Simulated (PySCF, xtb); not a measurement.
HgI, SMILES [I][Hg] (connectivity only; charge and spin as stated), neutral, multiplicity 2.

Harmonic wavenumbers (cm⁻¹) from xtb with GFN2-xTB at its own minimum, in rising order: 85.

### Question
What does B3LYP-D3(BJ)/def2-TZVP (PySCF 2.14.0) give at its own minimum? (The exact figures need the calculation; the answer reports its results.)

### Answer
108. Paired by order, the mean absolute difference is 24 cm⁻¹ and the zero-point energies are 0.1 and 0.2 kcal/mol.
